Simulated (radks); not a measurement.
Br5+, configuration [Ar] 3d10 4s2. Calculated with a radial shooting solver on a logarithmic mesh with Libxc functionals: Dirac Kohn-Sham, relativistic LDA (MacDonald-Vosko exchange, VWN5 correlation), spin-unpolarised, spherical densities, finite nucleus; Fermi nuclear charge, rms radius 4.1629 fm.

Normalised radial functions P(r) = r R(r) (large component), r in bohr:

```
   r/bohr * 3s1/2, o 3d5/2 (the largest magnitude, 1.5, reaches the edge; | marks zero, & curves that meet)
 0.004009                             o  *
 0.004557                             o   *
 0.005179                             o   *
 0.005934                             o    *
 0.006744                             o    *
 0.007665                             o     *
 0.008711                             o     *
 0.009901                             o      *
  0.01125                             o      *
  0.01279                             o       *
  0.01454                             o       *
  0.01652                             o       *
  0.01878                             o        *
  0.02134                             o        *
  0.02426                             o       *
  0.02757                             o       *
  0.03133                             o      *
  0.03561                             o     *
  0.04047                             |o   *
    0.046                             |o *
  0.05228                             |&
  0.05942                            *|o
  0.06753                         *   | o
  0.07676                      *      | o
  0.08794                   *         |  o
  0.09995                 *           |   o
   0.1136               *             |     o
   0.1291              *              |      o
   0.1467               *             |        o
   0.1668                 *           |          o
   0.1895                     *       |            o
   0.2154                          *  |              o
   0.2448                             |  *              o
   0.2783                             |        *          o
   0.3163                             |               *    o
   0.3595                             |                    * o
   0.4086                             |                      o *
   0.4643                             |                      o   *
   0.5278                             |                     o    *
   0.5998                             |                    o  *
   0.6817                             |                  o *
   0.7748                             |               o*
   0.8806                             |           * o
    1.001                             |       *  o
    1.138                             |    *  o
    1.303                             |  *  o
    1.481                             |*  o
    1.684                             |*o
    1.913                             *o
    2.175                             *o
    2.472                             &
    2.809                             &
    3.193                             &
    3.629                             &
    4.124                             &
    4.687                             &
```

3s1/2: eigenvalue -307.34 eV, 2 radial nodes at r = 0.0552, 0.232 bohr, <r> = 0.552 bohr, 90 % of the charge inside 0.822 bohr. 3d5/2: eigenvalue -137.10 eV, 0 radial nodes, <r> = 0.585 bohr, 90 % of the charge inside 0.960 bohr.
